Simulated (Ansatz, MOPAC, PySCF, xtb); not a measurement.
Noncovalent pair: C2H2 (SMILES C#C) (first 4 atoms) with GeH4 (SMILES [GeH4]); geometry from B3LYP-D3(BJ)/def2-TZVP, rigid monomers moved along the line of their centres of mass till C2···Ge5 is 3.40 Å.
(charge 0, multiplicity 1):
```xyz
9

C      0.6088     0.3271    -0.0053
C     -0.5606     0.0734    -0.0210
H      1.6472     0.5519     0.0136
H     -1.5990    -0.1521    -0.0326
Ge    -0.0156    -0.1233     3.3294
H     -0.9509     1.0276     2.9349
H      1.4104     0.1808     2.8490
H     -0.5061    -1.4327     2.6971
H     -0.0118    -0.2707     4.8610
```

Monomers are frozen at their geometry in the pair; levels with a basis set take the counterpoise correction. Rows marked so take none.

Correlated levels freeze the cores. Filled d and f shells under p-block atoms count as core. Rows in 3-21G carry no dispersion term and start afresh at each structure; the Pople sets are all-electron and without relativity. The state that AM1, PM3 reach isn't checked.

The values were computed with Ansatz (Gaussian basis) for Hartree–Fock, density functionals and correlated methods; MOPAC for AM1, PM3 (differences of heats of formation); PySCF for 3-21G rows, the dispersion terms; xtb for the GFN methods. Values without a source in brackets are computed.

```csv
level,interaction energy (meV)
GFN-FF,-18.0
AM1,25.3
PM3,110.7
HF/3-21G (no counterpoise),23.4
PBE-D3(BJ)/def2-TZVPPD,-26.4
r2SCAN/def2-TZVPPD,2.6
r2SCAN-D3(BJ)/def2-TZVPPD,-18.8
PBE0-D4/def2-TZVPPD,___
MP2/aug-cc-pVDZ,___
```

Question: Some entries are withheld; supply them.

Answer: 
- PBE0-D4/def2-TZVPPD, interaction energy (meV): -24.6
- MP2/aug-cc-pVDZ, interaction energy (meV): -2.2

Ansatz is a quantum-chemistry and plane-wave program.
